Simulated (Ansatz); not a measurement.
Stepwise reaction of `[CH3][Nb]([F])([F])=[S]` with water, as a gas-phase model of exchange steps in deposition or etching. ΔE in kJ/mol; ΔG adds harmonic PBE0-D4 terms to CCSD(T)/CBS, at 1 bar.

Isolated molecules relaxed with PBE0-D4/def2-TZVP in Ansatz; ΔE leaves out vibrations. CCSD(T)/CBS adds triple-zeta CCSD(T) − MP2 to the extrapolated MP2 energy (def2 sets, frozen cores). This one scheme is used for every species. Functionals use def2-TZVPP. B3LYP here is the variant with VWN-RPA as its local correlation; programs differ in this. Elements past krypton have def2 core potentials. For Nb outer-core shells are correlated without core-valence functions, which leaves a few kJ/mol of doubt a bond. Each species was taken in one conformer, which may not be the lowest.

```tsv
step	reaction	PBE-D4	B3LYP-D4	ωB97M-V	CCSD(T)/CBS	ΔG(600 K)
1	`[CH3][Nb]([F])([F])=[S]` + H₂O → `[CH3][Nb]([OH])([F])=[S]` + H–F	28.3	27.0	26.8	21.4	23.7
```

Task: Give the row of step 2, `[CH3][Nb]([OH])([F])=[S]` + H₂O → `[CH3][Nb]([OH])([OH])=[S]` + H–F. (Best estimate.)

Result: Computed: 
```json
{"step": "2", "reaction": "`[CH3][Nb]([OH])([F])=[S]` + H₂O → `[CH3][Nb]([OH])([OH])=[S]` + H–F", "PBE-D4": "34.7", "B3LYP-D4": "33.5", "ωB97M-V": "33.1", "CCSD(T)/CBS": "27.7", "ΔG(600 K)": "28.6"}
```

Task: By hand: ΔE of the 2 steps together at CCSD(T)/CBS.

Result: (21.4) + (27.7) = 49.1 kJ/mol, or 24.5 kJ/mol a step.

In ΔE each step is higher than the one before. All are uphill at CCSD(T)/CBS. ΔG lies between 23.7 and 28.6 kJ/mol a step. PBE-D4 differs from CCSD(T)/CBS by 6.9 to 7.0 kJ/mol a step. Isolated molecules leave out the surface, adducts and barriers. Largest T1 diagnostic: 0.023.
